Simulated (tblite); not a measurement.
Species: C6H12OSi2.
Numbering: `[CH3:1][C:2]#[C:3][Si@@H:4]1[O:5][SiH2:6][CH2:7][C@H:8]1[CH3:9]` (hydrogens: H10, H11, H12 on C1; H13 on Si4; H14, H15 on Si6; H16, H17 on C7; H18 on C8; H19, H20, H21 on C9)

Structure used (GFN2-xTB), in Å, numbered top down from 1:
```
atom  x, y, z in Å
C1     4.2357    0.1320    1.0376
C2     2.9044   -0.1234    0.5360
C3     1.7944   -0.3320    0.1157
Si4    0.1157   -0.6927   -0.5505
O5    -0.0472    0.0438   -2.0126
Si6   -1.3080    1.0554   -2.2704
C7    -2.2789    0.7166   -0.6647
C8    -1.2751    0.2260    0.3947
C9    -1.9594   -0.5781    1.4949
H10    4.8092   -0.7946    1.0530
H11    4.7425    0.8513    0.3950
H12    4.1852    0.5346    2.0489
H13   -0.1146   -2.1193   -0.7661
H14   -0.7710    2.4102   -2.3660
H15   -1.9655    0.5859   -3.4844
H16   -3.0059   -0.0787   -0.8514
H17   -2.8479    1.5700   -0.2929
H18   -0.8291    1.1120    0.8630
H19   -2.4085   -1.4834    1.0898
H20   -1.2386   -0.8693    2.2567
H21   -2.7464    0.0053    1.9734
```

Method: GFN2-xTB as coded in tblite; computed harmonic values from a numerical Hessian at the method's own geometry, unscaled. This tight-binding method is rough: wavenumbers can miss measured ones by several per cent, in bad cases by 10 to 20. Modes of hydrogen on silicon can be 10 to 20 % off. One conformer, not necessarily the lowest. The optimisation stopped once no atom felt more than 0.01 eV/Å.

Lowest wavenumbers of the output (negative numbers stand for imaginary wavenumbers):
```
mode    cm-1
  1     -25.4
  2      43.2
  3      56.7
  4      99.1
  5     128.8
  6     194.0
  7     222.4
  8     238.6
```

Q: Is this structure a minimum?

A: Not by this Hessian. 1 mode is imaginary beyond 20i (25i cm⁻¹), so at this level the point lies at or near a first-order saddle. The curvature is small, so loose convergence or finite differences may be the whole cause.

Q: Which atoms move in the imaginary mode?

A: 25i: H10 (methyl hydrogen) 33 %, H11 (methyl hydrogen) 33 %, H12 (methyl hydrogen) 33 %. These are shares of the mass-weighted motion.

Q: What is the remedy?

A: Step along that mode in both directions, optimise again with tighter thresholds and repeat the frequencies. The zero-point energy of this point (99.7 kcal/mol) counts the 56 real modes alone, and thermal corrections from it aren't those of a minimum.
